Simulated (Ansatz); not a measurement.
Input file for CH₆BBrSi₂, SMILES `[SiH3][C@H]1B[Si@@H]1Br`:

```yaml
crystal:
  periodic: [false, false, false]
  atoms:
    - {symbol: Si, position_ang: [-1.256679, -0.101286, 0.918737]}
    - {symbol: C, position_ang: [0.197948, 0.726926, 0.066684]}
    - {symbol: B, position_ang: [1.598718, 0.231531, 0.337181]}
    - {symbol: Si, position_ang: [0.752883, -0.627592, -1.161299]}
    - {symbol: Br, position_ang: [1.361971, -0.051115, -3.214191]}
    - {symbol: H, position_ang: [-1.454866, 0.542225, 2.244121]}
    - {symbol: H, position_ang: [-0.990334, -1.546229, 1.136420]}
    - {symbol: H, position_ang: [-2.489688, 0.064686, 0.108673]}
    - {symbol: H, position_ang: [-0.042979, 1.791956, 0.016669]}
    - {symbol: H, position_ang: [2.593840, 0.659387, 0.820636]}
    - {symbol: H, position_ang: [-0.205517, -1.747389, -1.252929]}
basis:
  gaussian: {orbitals: def2-SVP}
correlation: {method: ccsd_t}
```

```sh
$ ansatz run in.yaml --threads 4 --pin off --events-out ev --progress --plain
```

Output of Ansatz, abridged:

```
Functional definition: HF
1234 factors; integrals over basis functions are off by at most 1.1e-3 eV
mean field evaluation 1: about -87502.5626 eV, gradient 2.7e1 eV
mean field evaluation 2: about -87502.5877 eV, gradient 2.7e1 eV
mean field evaluation 4: about -87505.1789 eV, gradient 3.6e0 eV
mean field evaluation 8: about -87505.2351 eV, gradient 2.3e-1 eV
mean field evaluation 16: about -87505.2055 eV, gradient 5.4e-1 eV
mean field -87505.23553930 eV, -3215.7580928902 hartree, gradient 4.2e-6 eV, S^2 0.000000; 0 other end points of the search recorded, 0 dependent functions left out
21 core orbitals not correlated: weight in the atoms' cores, before any rotation towards them, 1.000 or more for the frozen orbitals, at most 0.000 for the correlated occupied ones
reference -87505.23553930 eV, -3215.7580928902 hartree; 19, 19 occupied and 86, 86 virtual orbitals, 1234 factors
second order -17.56416817 eV of doubles, -0.00000000 eV of singles
cycle   1  -18.40224167 eV  change   -8.4e-1 eV  update   1.0e-1
cycle   2  -18.95297478 eV  change   -5.5e-1 eV  update   3.1e-2
cycle   3  -19.02626395 eV  change   -7.3e-2 eV  update   1.5e-2
cycle   4  -19.01556469 eV  change    1.1e-2 eV  update   5.1e-3
cycle   5  -19.01582591 eV  change   -2.6e-4 eV  update   2.7e-3
cycle   6  -19.01587177 eV  change   -4.6e-5 eV  update   1.2e-3
cycle   7  -19.01550497 eV  change    3.7e-4 eV  update   5.4e-4
cycle   8  -19.01578307 eV  change   -2.8e-4 eV  update   2.3e-4
cycle   9  -19.01583873 eV  change   -5.6e-5 eV  update   8.9e-5
cycle  10  -19.01577485 eV  change    6.4e-5 eV  update   3.9e-5
cycle  11  -19.01580659 eV  change   -3.2e-5 eV  update   1.8e-5
perturbative correction -0.61053870 eV, -0.0224368833 hartree
Total energy: -87524.86188458 eV, -3216.4793477762 hartree
```

Hardware: 4 threads of a server CPU on a shared host. Wall time 5.5 s, peak host memory 0.7 GiB.

Correlation energy per correlated electron: -0.516 eV. T1 diagnostic: 0.0117.
